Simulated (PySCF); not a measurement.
Assigning NMR signals

Cartesian coordinates in Å; atom numbers follow the order of the lines, from 1:
```xyz
17

C     2.7804    0.0287    0.1176
C     1.3864    0.0560    0.6916
O     1.1194   -0.0324    1.8612
O     0.4807    0.1987   -0.2773
C    -0.9051    0.2307    0.1065
C    -1.6532    0.9910   -0.9788
C    -1.4232   -1.1940    0.2748
H     2.8675   -0.8029   -0.5773
H     3.5029   -0.0791    0.9207
H     2.9644    0.9491   -0.4310
H    -0.9738    0.7600    1.0660
H    -2.7059    1.0600   -0.7204
H    -1.5525    0.4729   -1.9289
H    -1.2474    1.9935   -1.0853
H    -2.4760   -1.1744    0.5413
H    -0.8718   -1.6997    1.0639
H    -1.2998   -1.7460   -0.6545
```

- GIAO PBE0/pcSseg-1 shieldings
- GFN2-xTB geometry
- run in PySCF 2.14
- equivalent nuclei averaged, a single conformation, in vacuum, non-relativistic Hamiltonian

Scale: TMS for 13C (σref 186.93), 1H (σref 31.72) (reference shieldings calculated alike).

(1) Assign these signals to the numbered atoms. 13C{1H} NMR (computed): δ 175.8 (C), 69.8 (CH), 24.0 (CH3), 23.5 (CH3).

(2) Assign these signals to the numbered atoms. 1H NMR (400 MHz, computed): δ 5.05 (sept, 1H), 2.07 (s, 3H), 1.26 (d, 6H).

Results:

(1) 
175.8 → C2, ester carbonyl carbon: it is a carbonyl in resonance with an O or N lone pair, the region of acids, esters and amides
69.8 → C5, sp3 CH bonded to O: deshielded by the electronegative neighbour
24.0 → C1, methyl carbon α to a carbonyl: α to the electron-withdrawing carbonyl group
23.5 → C6/C7, methyl carbon: aliphatic region, no heteroatom directly attached

C1 and C6/C7 lie closer than the usual error of such a calculation, so a measured spectrum could show them in the other order.

(2) 
| δ (ppm) | atoms | environment | reason |
| --- | --- | --- | --- |
| 5.05 | H11 | hydrogen on an sp3 CH bonded to O | its carbon carries O, hence the downfield position |
| 2.07 | H8/H9/H10 | hydrogen on a methyl carbon α to a carbonyl | α to C=O |
| 1.26 | H12/H13/H14/H15/H16/H17 | hydrogen on a methyl carbon | – |

Shifts are as computed. Against solution values, carbons near 30 ppm lie about +3 ppm off and those near 130 ppm about +5 ppm. Of 1211 compounds with measured shifts, 218 miss one by over three times the rms of a fit or turn the order of signals round; such compounds aren't used in these exercises. No couplings were computed; multiplicities are counted from neighbouring protons, with m where these are inequivalent, close in shift, in a saturated or five-membered ring or joined by F or P, and br s for small geminal =CH2 splittings.
